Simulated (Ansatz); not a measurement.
A geometry optimisation of CuH2PSb− with r2SCAN-D4/def2-SVPD

The starting geometry of this gas-phase singlet was optimised with GFN2-xTB.

```xyz
5

Cu   -0.6622    0.7039    0.6204
P     0.3216   -1.2025   -0.0780
Sb    2.5339   -0.3042   -0.3796
H    -1.3338    1.9836    1.0882
H    -0.0788   -1.2143   -1.3968
```

**Question.** Where would you expect an optimisation with r2SCAN-D4/def2-SVPD to take it?

**Answer.** A new bond forms, giving a structure given below by its coordinates. Contacts that close: Cu1–Sb3 (3.50 → 2.58 Å).

The energy falls by 0.45 eV over 12 steps:

```
step  E − E(last) (eV)
   1             0.446
   2             0.295
   3             0.167
   5             0.048
   6             0.022
   7             0.005
   8             0.004
  10             0.000
  11             0.000
  12             0.000
```

Final geometry (Å):

```xyz
5

Cu   -0.4536    0.6313    0.5872
P     0.2198   -1.4409   -0.1702
Sb    2.0074    0.2246   -0.0611
H    -0.8971    2.0234    1.0819
H    -0.0958   -1.4719   -1.5835
```

Frequencies at the end are all real (lowest 130 cm⁻¹). Atoms past krypton carry core potentials, without spin–orbit terms. Run with Ansatz 0.2.0, 47 s on 2 threads of Arm Neoverse V1, with other jobs on the host.
